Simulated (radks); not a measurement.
Removal energies from the holmium ion Ho+, [Xe] 4f(5/2: 6, 7/2: 5) 6s1, by Delta-SCF beside the eigenvalue of the level emptied. All-electron calculation, Dirac Kohn-Sham, PBE, spin-unpolarised, spherical densities, finite nucleus; Fermi nuclear charge, rms radius of each element as measured or else 0.836 A^(1/3) + 0.57 fm. Program: a radial shooting solver on a logarithmic mesh with Libxc functionals. Sub-shells are occupied by j as written (lower j first in brackets).

removed from,final configuration,Delta-SCF (eV),-eigenvalue (eV)
6s1/2,"[Xe] 4f(5/2: 6, 7/2: 5)",11.807,8.947
4f7/2,"[Xe] 4f(5/2: 6, 7/2: 4) 6s1",17.052,9.124
4f5/2,"[Xe] 4f(5/2: 5, 7/2: 5) 6s1",18.096,10.100
5p3/2,"[Kr] 4d10 4f(5/2: 6, 7/2: 5) 5s2 5p(1/2: 2, 3/2: 3) 6s1",36.955,30.953
